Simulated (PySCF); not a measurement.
# Computed records: BGeH4, BGeH7Si, B2GeH6O

All values are calculated (PySCF 2.14.0). Calculation on a computer-drawn molecule: optimised geometry and harmonic frequencies of an isolated molecule of the commonest isotopes, restricted reference for singlets and unrestricted otherwise, frozen core in MP2; on germanium a core potential holds 10 electrons, which the energies leave out, and 3d is frozen in MP2 and coupled-cluster steps.

Common to all runs: multiplicity 1.

(1) BGeH4

Start structure:
```xyz
6
BGeH4
B      1.6138     1.0480    -0.1321
Ge     1.7218     0.9343    -2.1509
H      1.7370     0.0613     0.5169
H      1.3652     2.1366     0.3347
H      2.8977     1.0688    -3.0070
H      0.5163     0.7065    -3.1179
```

Here we set charge 1, method HF, basis cc-pVDZ and basis and core potential on germanium cc-pVDZ-PP ECP10MDF.

It finds rotational constants 91.78, 8.781, 8.63 GHz; total energy -320.0694 hartree; convergence status largest gradient component 1.099e-05 hartree/bohr.

Drawn bonds:
```tsv
atom	other atom	order
1	2	1
1	3	1
1	4	1
2	5	1
2	6	1
```

Optimised structure:
```xyz
6
BGeH4
B      1.5879     1.0631    -0.1240
Ge     1.6869     0.9339    -2.2042
H      1.7307     0.0561     0.4899
H      1.3937     2.1374     0.3447
H      2.9794     1.0887    -2.9845
H      0.4731     0.6763    -3.0781
```

Modes:
```tsv
frequency (cm⁻¹)	reduced mass (dalton)
285.3	1.008
409.7	1.057
468.5	1.047
531.1	5.308
784.2	1.179
941.5	1.031
951.5	1.329
1204	1.107
2304	1.016
2322	1.026
2749	1.042
2885	1.135
```

(2) BGeH4

Start structure:
```xyz
6
BGeH4
B      1.5879     1.0631    -0.1240
Ge     1.6869     0.9339    -2.2042
H      1.7307     0.0561     0.4899
H      1.3937     2.1374     0.3447
H      2.9794     1.0887    -2.9845
H      0.4731     0.6763    -3.0781
```

Here we set charge 1, method MP2, basis cc-pVDZ and basis and core potential on germanium cc-pVDZ-PP ECP10MDF.

The calculation gives: rotational constants 90.74, 8.845, 8.692 GHz; total energy -320.2209 hartree; convergence status largest gradient component 3.279e-05 hartree/bohr.

Drawn bonds:
```tsv
atom	other atom	order
1	2	1
1	3	1
1	4	1
2	5	1
2	6	1
```

Optimised structure:
```xyz
6
BGeH4
B      1.5883     1.0623    -0.1304
Ge     1.6867     0.9339    -2.1996
H      1.7317     0.0496     0.4922
H      1.3926     2.1440     0.3447
H      2.9860     1.0901    -2.9844
H      0.4664     0.6755    -3.0786
```

Modes:
```tsv
frequency (cm⁻¹)	reduced mass (dalton)
308	1.008
383	1.058
428.4	1.049
535.6	5.23
745.4	1.18
887.9	1.031
911.5	1.331
1142	1.109
2240	1.016
2266	1.026
2678	1.043
2814	1.134
```

(3) BGeH4

Start structure:
```xyz
6
BGeH4
B     -0.8666     1.0250     0.9532
Ge     0.9477     1.3820     1.6499
H     -1.8699     1.1449     1.6560
H     -1.0758     0.2091     0.1497
H      1.7270     1.8323     0.2600
H      0.8056     2.9050     2.0744
```

It was run with charge -1, method HF, basis aug-cc-pVDZ and basis and core potential on germanium aug-cc-pVDZ-PP ECP10MDF.

The calculation gives: rotational constants 84.69, 9.86, 9.072 GHz; total energy -320.3501 hartree; convergence status largest gradient component 9.585e-06 hartree/bohr.

Drawn bonds:
```tsv
atom	other atom	order
1	2	1
1	3	1
1	4	1
2	5	1
2	6	1
```

Optimised structure:
```xyz
6
BGeH4
B     -0.9608     0.9406     0.9709
Ge     0.8409     1.6040     1.4501
H     -1.9066     1.1208     1.7070
H     -1.1083     0.1236     0.0879
H      1.8785     1.7577     0.2949
H      0.9242     2.9516     2.2324
```

Modes:
```tsv
frequency (cm⁻¹)	reduced mass (dalton)
190	1.19
424.6	1.02
581.9	1.016
661.2	3.157
771	1.25
848.6	1.197
969.9	1.084
1234	1.168
2024	1.023
2049	1.017
2547	1.052
2597	1.124
```

(4) BGeH4

Start structure:
```xyz
6
BGeH4
B     -0.9608     0.9406     0.9709
Ge     0.8409     1.6040     1.4501
H     -1.9066     1.1208     1.7070
H     -1.1083     0.1236     0.0879
H      1.8785     1.7577     0.2949
H      0.9242     2.9516     2.2324
```

Settings of this run: charge -1, method MP2, basis aug-cc-pVDZ and basis and core potential on germanium aug-cc-pVDZ-PP ECP10MDF.

The calculation gives: rotational constants 94.09, 10.29, 9.277 GHz; total energy -320.5682 hartree; convergence status largest gradient component 2.275e-05 hartree/bohr.

Drawn bonds:
```tsv
atom	other atom	order
1	2	1
1	3	1
1	4	1
2	5	1
2	6	1
```

Optimised structure:
```xyz
6
BGeH4
B     -0.9841     0.8907     0.9903
Ge     0.6845     1.8362     1.2304
H     -1.9150     1.1051     1.7432
H     -1.0972     0.0850     0.0862
H      1.9710     1.6880     0.3687
H      1.0087     2.8933     2.3244
```

Modes:
```tsv
frequency (cm⁻¹)	reduced mass (dalton)
166.1	1.155
370.8	1.025
640.1	1.008
682.8	3.841
694.2	1.29
734.1	1.204
885	1.03
1130	1.193
2052	1.023
2067	1.016
2506	1.05
2581	1.127
```

(5) BGeH7Si

Start structure:
```xyz
10
BGeH7Si
B     -1.3932     0.3065     0.5113
Ge    -0.7781     1.9322     1.4947
Si     1.5749     1.9748     2.0548
H     -1.3328     0.1688    -0.6081
H     -1.7072    -0.6067     1.1059
H     -0.9712     3.2015     0.6985
H     -1.4422     2.2376     2.7126
H      2.2052     0.6499     1.6750
H      2.2863     3.0669     1.3560
H      1.8103     2.1612     3.4630
```

Here we set charge 0, method HF, basis cc-pV(D+d)Z and basis and core potential on germanium cc-pVDZ-PP ECP10MDF.

It finds rotational constants 9.596, 2.832, 2.353 GHz; total energy -611.0358 hartree; convergence status largest gradient component 2.813e-05 hartree/bohr.

Drawn bonds:
```tsv
atom	other atom	order
1	2	1
2	3	1
1	4	1
1	5	1
2	6	1
2	7	1
3	8	1
3	9	1
3	10	1
```

Optimised structure:
```xyz
10
BGeH7Si
B     -1.3011     0.4042     0.3407
Ge    -0.7947     1.9330     1.6593
Si     1.5893     1.9429     2.0481
H     -1.2800     0.5867    -0.8437
H     -1.5758    -0.6900     0.7453
H     -1.1816     3.3139     1.1051
H     -1.4901     1.7697     3.0205
H      2.0213     0.6493     2.6302
H      2.3162     2.1504     0.7725
H      1.9485     3.0326     2.9858
```

Modes:
```tsv
frequency (cm⁻¹)	reduced mass (dalton)
88.78	1.071
104.6	1.05
118.6	3.336
352.2	9.555
369.2	1.037
482.9	1.039
502.9	1.216
575.3	3.149
664	1.172
723.5	1.084
810	1.165
927.3	1.142
977.5	1.078
989	1.202
1026	1.036
1028	1.038
1256	1.139
2184	1.023
2195	1.016
2302	1.051
2303	1.03
2309	1.04
2683	1.051
2771	1.128
```

(6) B2GeH6O

Start structure:
```xyz
10
B2GeH6O
B      1.3890    -0.3196    -0.9126
Ge     0.2063     0.6035    -2.2969
B     -1.8189     0.7545    -1.9272
O      0.4066    -0.3682    -3.7857
H      1.7941    -1.3405    -1.1187
H      1.6397     0.2032     0.0508
H      0.7395     1.9229    -2.6902
H     -2.6771     0.2818    -2.5408
H     -2.1367     1.4303    -0.9927
H     -0.2032    -0.1658    -4.5228
```

Settings of this run: charge 0, method HF, basis cc-pVDZ and basis and core potential on germanium cc-pVDZ-PP ECP10MDF.

The calculation gives: rotational constants 5.395, 4.857, 2.993 GHz; total energy -421.0586 hartree; convergence status largest gradient component 2.718e-05 hartree/bohr.

Drawn bonds:
```tsv
atom	other atom	order
1	2	1
2	3	1
2	4	1
1	5	1
1	6	1
2	7	1
3	8	1
3	9	1
4	10	1
```

Optimised structure:
```xyz
10
B2GeH6O
B      1.3780    -0.3104    -0.9164
Ge     0.1948     0.5545    -2.3874
B     -1.8118     0.7953    -1.8753
O      0.3825    -0.4508    -3.8686
H      1.9411    -1.3496    -1.1022
H      1.4976     0.2341     0.1455
H      0.7363     1.9688    -2.7050
H     -2.6980     0.3860    -2.5719
H     -2.1055     1.3731    -0.8661
H     -0.1757    -0.1988    -4.5894
```

Modes:
```tsv
frequency (cm⁻¹)	reduced mass (dalton)
110.7	1.437
132.5	1.094
168.3	2.002
177.9	1.875
200.5	2.07
229.3	1.491
549.2	4.12
576	3.762
583.5	1.104
667	1.263
684.4	1.3
710.2	8.502
820.6	1.105
952.9	1.152
968.9	1.28
975.6	1.356
1246	1.147
1259	1.144
2143	1.02
2677	1.052
2688	1.053
2763	1.127
2780	1.126
4160	1.067
```
